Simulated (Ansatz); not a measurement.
CH₈GaNSi (`[CH3][GaH][NH][SiH3]`). Total charge 0; spin multiplicity 1.

Z-matrix (Å, degrees):
```
C
Ga 1 1.959
H 1 1.094 2 109.7
H 1 1.091 2 111.4 3 118.9
H 1 1.092 2 111.4 3 -119.3
N 2 1.842 1 116.6 3 95.4
H 2 1.565 1 127.7 3 -83.9
Si 6 1.722 2 128.3 1 0.4
H 6 1.009 2 116.1 1 -179.4
H 8 1.491 6 112.1 2 60.9
H 8 1.488 6 109.3 2 -178.9
H 8 1.491 6 112.0 2 -58.6
```

Task: List the harmonic frequencies (cm⁻¹, unscaled) at PBE0-D4/def2-TZVP in Ansatz. (Estimate.)

Result: Ansatz gave: 84i, 25i, 95, 117, 212, 365, 488, 529, 574, 592, 708, 728, 750, 771, 916, 936, 960, 990, 1134, 1232, 1446, 1451, 1979, 2189, 2202, 2215, 3053, 3132, 3150, 3624.

Task: Is this a minimum?

Result: No: 1 imaginary mode, so it is a saddle point.
